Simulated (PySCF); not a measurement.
These 2 structures share the formula C5H7FO2. Method: PBE0-D3(BJ)/def2-SVP geometry optimisation, gas phase (PySCF 2.14.0). Energies are electronic, without zero-point or thermal terms, for one conformer each. No frequencies were run at this level. Point groups hold within 0.08 Å.

Question: Rank from lowest to highest electronic energy at this level (kcal/mol).
A. `[CH2:1]=[CH:2][O:3][C:4](=[O:5])[CH2:6][CH2:7][F:8]` with C1–C2–O3–C4 -179°, C2–O3–C4–O5 0°, O3–C4–C6–C7 179°, C4–C6–C7–F8 180°
B. `[CH3:1][O:2]/[C:3]([CH3:4])=[CH:5]\[C:6](=[O:7])[F:8]` with C1–O2–C3–C4 3°, C3–C5–C6–O7 -2°

Answer: B (0.0), A (3.7).

As drawn, the higher has a C(=O)–O unit, which the lower lacks.

```json
{"SMILES": "CO/C(C)=C\\C(=O)F", "E (Eh)": "-444.21518", "E rel (kcal/mol)": "0.0", "dipole (D)": "6.27", "point group": "near Cs", "A, B, C (MHz)": "4091, 1227, 955.8"}
{"SMILES": "C=COC(=O)CCF", "E (Eh)": "-444.20928", "E rel (kcal/mol)": "3.7", "dipole (D)": "1.61", "point group": "Cs", "A, B, C (MHz)": "7545, 818.6, 745.4"}
```

Q: How do the relative energies change in single points at CAM-B3LYP/def2-SVPD (no added dispersion term) on the same geometries?

A: 
```csv
SMILES,PBE0-D3(BJ)/def2-SVP (kcal/mol),CAM-B3LYP/def2-SVPD (kcal/mol),shift
CO/C(C)=C\C(=O)F,0.0,0.0,0.0
C=COC(=O)CCF,3.7,1.2,-2.5
```

Each column counts from its own lowest isomer. The order is unchanged; the largest shift is 2.5 kcal/mol.
